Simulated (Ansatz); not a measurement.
`[CH3][AlH][SiH2]Cl` + `F[SiH2]C[SiH3]` → `[CH3][AlH][CH2][SiH2]F` + `[SiH3][SiH2]Cl`  (redistribution)

Isolated molecules relaxed with PBE0-D4/def2-TZVP in Ansatz; ΔE leaves out vibrations. CCSD(T)/CBS adds triple-zeta CCSD(T) − MP2 to the extrapolated MP2 energy (def2 sets, frozen cores). DFT in def2-TZVPP. B3LYP here is the variant with VWN-RPA as its local correlation; programs differ in this. One conformer a species, not always the lowest.

```
             level  ΔE (kJ/mol)  difference from CCSD(T)/CBS
         r2SCAN-D4        -14.6                         -3.2
          B3LYP-D4        -11.4                          0.0
           ωB97X-V        -10.9                          0.5
           ωB97M-V        -12.7                         -1.3
            B2PLYP        -12.2                         -0.8
               PBE        -12.7                         -1.3
            r2SCAN        -14.7                         -3.3
              PBE0        -11.5                         -0.1
     HF/def2-TZVPP         -6.1                          5.3
SCS-MP2/def2-TZVPP        -10.2                          1.2
   CCSD/def2-TZVPP         -9.7                          1.7
CCSD(T)/def2-TZVPP        -10.6                          0.8
     HF/def2-QZVPP         -6.5                          4.9
    MP2/def2-QZVPP        -13.0                         -1.6
      HF/CBS(def2)         -6.5                          4.9
     MP2/CBS(def2)        -13.2                         -1.8
       CCSD(T)/CBS        -11.4                            0
```

Largest T1 diagnostic among the species: 0.011.

In def2-TZVPP, CCSD(T) changes the Hartree–Fock value by −4.5 kJ/mol (the triples alone add −0.9 kJ/mol) and MP2 by −6.2 kJ/mol.
